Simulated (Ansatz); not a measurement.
Molecule: AsH5 (charge 0, singlet). SMILES: [AsH5]
Geometry: optimised at B3LYP-D3(BJ)/def2-TZVP (Ansatz, a program for electronic structure).

Wanted: atomisation energy (electronic, to ground-state atoms), in kJ/mol. Cores are frozen in the correlated levels unless marked. UHF or UKS for open shells. No spin-orbit coupling. Frozen are the shells of the preceding noble gas and the d and f shells that filled before the atom's block. Non-relativistic. The coupled-cluster limit lacks core correlation, which all-electron functionals hold. Basis-set limits of correlation are two-point, X^-3; Hartree-Fock from the larger set. The bracket is a focal-point correction in the basis named.

```json
[
 {"level": "HF/aug-cc-pVTZ", "program": "Ansatz", "atomisation energy (kJ/mol)": "729.5"},
 {"level": "BLYP-D3(BJ)/def2-TZVPD", "program": "Ansatz + dftd3", "atomisation energy (kJ/mol)": "1161.5"},
 {"level": "MP2/cc-pVDZ", "program": "Ansatz", "atomisation energy (kJ/mol)": "973.4"},
 {"level": "MP2/cc-pVQZ", "program": "Ansatz", "atomisation energy (kJ/mol)": "1072.7"},
 {"level": "CCSD/def2-SVP", "program": "Ansatz", "atomisation energy (kJ/mol)": "1038.8"},
 {"level": "CCSD/def2-TZVPP", "program": "Ansatz", "atomisation energy (kJ/mol)": "1108.1"},
 {"level": "CCSD(T)/cc-pVTZ", "program": "Ansatz", "atomisation energy (kJ/mol)": "1112.1"},
 {"level": "RI-MP2/CBS(aug-cc-pVTZ,aug-cc-pVQZ)+[CCSD(T)-MP2]/aug-cc-pVDZ", "program": "Ansatz", "atomisation energy (kJ/mol)": "1157.8"},
 {"level": "RI-MP2/CBS(def2-TZVPP,def2-QZVPP)+[CCSD(T)-MP2]/def2-TZVPP", "program": "Ansatz", "atomisation energy (kJ/mol)": "1152.0"},
 {"level": "CCSD(T)/CBS(def2-TZVPPD,def2-QZVPPD)", "program": "Ansatz", "atomisation energy (kJ/mol)": "1148.0"}
]
```
